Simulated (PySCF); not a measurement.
A calculated (M06-2X, PySCF 2.14, x2c-QZVPPall, scalar relativity by spin-free X2C-1e) atom or ion has these occupied shells.

```csv
shell,electrons,orbital energy (eV),"rms radius, mean of both spins (bohr)"
1s α,1,-6525.9,0.0704
1s β,1,-6525.9,0.0704
2s α,1,-788.75,0.303
2s β,1,-785.82,0.303
2p α,3,-672.50,0.273
2p β,3,-669.93,0.273
3s α,1,-115.08,0.920
3s β,1,-108.76,0.920
3p α,3,-82.477,0.988
3p β,3,-74.598,0.988
3d α,5,-30.636,1.25
```

Question: Name the element and its charge.

Answer: Mn(2+) (manganese, charge +2), in [Ar] 3d5, high-spin 6S determinant.
